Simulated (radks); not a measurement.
Ionisation ladder of bismuth, from Bi66+ to Bi82+. Each ion is in the ground configuration listed by NIST, and IE = E(next ion) - E(this ion), with E = 0 for the bare nucleus. Calculated with a radial shooting solver on a logarithmic mesh with Libxc functionals: Dirac Kohn-Sham, PBE, spin-unpolarised, spherical densities, finite nucleus; open shells fill j = l - 1/2 first; Fermi nuclear charge, rms radius 5.5211 fm.

species  configuration  E (hartree)  IE, Delta-SCF (eV)  -e(HOMO) (eV)   HOMO  <r> HOMO (bohr)  IE, NIST (eV)    kind  error (eV)
Bi66+     [Ne] 3s2 3p5  -16542.8062              7738.2         7667.1  3p3/2            0.163           7720  theory       +18.2
Bi67+     [Ne] 3s2 3p4  -16258.4333              7880.6         7809.3  3p3/2            0.162           7870  theory       +10.6
Bi68+     [Ne] 3s2 3p3  -15968.8271              8023.2         7951.9  3p3/2            0.162           8010  theory       +13.2
Bi69+     [Ne] 3s2 3p2  -15673.9808              8813.2         8735.2  3p1/2            0.148           8780  theory       +33.2
Bi70+     [Ne] 3s2 3p1  -15350.1031              8968.9         8891.1  3p1/2            0.147           8950  theory       +18.9
Bi71+         [Ne] 3s2  -15020.5028              9306.8         9235.4  3s1/2            0.157           9270  theory       +36.8
Bi72+         [Ne] 3s1  -14678.4844              9449.9         9378.1  3s1/2            0.157           9430  theory       +19.9
Bi73+             [Ne]  -14331.2077               20171        19980.9  2p3/2           0.0616          20130  theory       +41.4
Bi74+     [He] 2s2 2p5  -13589.9232               20553          20362  2p3/2           0.0613          20500  theory       +53.4
Bi75+     [He] 2s2 2p4  -12834.5989               20937          20745  2p3/2           0.0610          20920  theory       +17.0
Bi76+     [He] 2s2 2p3  -12065.1799               21321          21129  2p3/2           0.0607          21300  theory       +21.5
Bi77+     [He] 2s2 2p2  -11281.6304               24252          24027  2p1/2           0.0519          24150  theory      +102.0
Bi78+     [He] 2s2 2p1  -10390.3853               24702          24477  2p1/2           0.0516          24640  theory       +61.7
Bi79+         [He] 2s2   -9482.6137               25356          25179  2s1/2           0.0632          25260  theory       +96.3
Bi80+         [He] 2s1   -8550.7873               25702          25531  2s1/2           0.0630        25656.9  theory       +44.7
Bi81+             [He]   -7606.2722              102798         102058  1s1/2           0.0157       102251.8  theory      +546.3
Bi82+              1s1   -3828.5105              104179         103526  1s1/2           0.0156       104133.4  theory       +45.7

Reference values: NIST Atomic Spectra Database (exp. = measured, semi-emp. = semi-empirical, theory = theoretical value adopted there). The ionisation energy per charge of the ion left behind rises most, in proportion, at Bi81+ ([He]), from 317.30 to 1253.6 eV. Spin polarisation and multiplet splitting are left out, so open shells lie too high by an amount that depends on their filling.

Beside tabulated values, note that spin-unpolarised runs miss the spin-polarisation part of the exchange energy of open shells.
